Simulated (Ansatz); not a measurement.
A CCSD(T) single point on `[CH3][Ga]([CH3])[NH2]`.

```yaml
crystal:
  periodic: [false, false, false]
  atoms:
    - {symbol: C, position_ang: [-0.496565, 1.795142, -0.383074]}
    - {symbol: Ga, position_ang: [-0.078808, -0.097921, -0.052047]}
    - {symbol: C, position_ang: [1.442336, -0.783032, 0.989405]}
    - {symbol: N, position_ang: [-1.206779, -1.333159, -0.779085]}
    - {symbol: H, position_ang: [-1.389930, 1.910344, -0.999030]}
    - {symbol: H, position_ang: [-0.659336, 2.323331, 0.559909]}
    - {symbol: H, position_ang: [0.336099, 2.290139, -0.889236]}
    - {symbol: H, position_ang: [1.414267, -0.397180, 2.011582]}
    - {symbol: H, position_ang: [1.443445, -1.873325, 1.034138]}
    - {symbol: H, position_ang: [2.387690, -0.456686, 0.548439]}
    - {symbol: H, position_ang: [-2.017198, -1.104891, -1.329400]}
    - {symbol: H, position_ang: [-1.098221, -2.327962, -0.677502]}
basis:
  gaussian: {orbitals: def2-SVP}
correlation: {method: ccsd_t}
```

```sh
$ ansatz run in.yaml --threads 4 --pin off --events-out ev --progress --plain
```

The program prints (abridged):

```
Functional definition: HF
1173 factors; integrals over basis functions are off by at most 1.3e-3 eV
mean field evaluation 1: about -55990.6889 eV, gradient 4.1e1 eV
mean field evaluation 2: about -55990.6903 eV, gradient 4.1e1 eV
mean field evaluation 4: about -55994.7239 eV, gradient 3.6e0 eV
mean field evaluation 8: about -55994.7663 eV, gradient 1.9e-4 eV
mean field -55994.76633873 eV, -2057.7697083324 hartree, gradient 9.5e-7 eV, S^2 0.000000; 0 other end points of the search recorded, 0 dependent functions left out
12 core orbitals not correlated: weight in the atoms' cores, before any rotation towards them, 1.000 or more for the frozen orbitals, at most 0.000 for the correlated occupied ones
reference -55994.76633873 eV, -2057.7697083324 hartree; 17, 17 occupied and 85, 85 virtual orbitals, 1173 factors
second order -18.65844822 eV of doubles, -0.00000000 eV of singles
cycle   1  -18.94752030 eV  change   -2.9e-1 eV  update   1.0e-1
cycle   2  -19.49739490 eV  change   -5.5e-1 eV  update   3.1e-2
cycle   3  -19.61118928 eV  change   -1.1e-1 eV  update   1.7e-2
cycle   4  -19.60791531 eV  change    3.3e-3 eV  update   4.8e-3
cycle   5  -19.60720043 eV  change    7.1e-4 eV  update   2.2e-3
cycle   6  -19.60622872 eV  change    9.7e-4 eV  update   6.7e-4
cycle   7  -19.60614687 eV  change    8.2e-5 eV  update   2.3e-4
cycle   8  -19.60614052 eV  change    6.4e-6 eV  update   5.9e-5
cycle   9  -19.60612905 eV  change    1.1e-5 eV  update   1.8e-5
perturbative correction -0.58535215 eV, -0.0215112949 hartree
Total energy: -56014.95781994 eV, -2058.5117315806 hartree
```

Run time 8.5 s (4 threads of a server CPU on a shared host); peak host memory 0.6 GiB.

Correlation energy per correlated electron: -0.594 eV. T1 diagnostic: 0.0123.
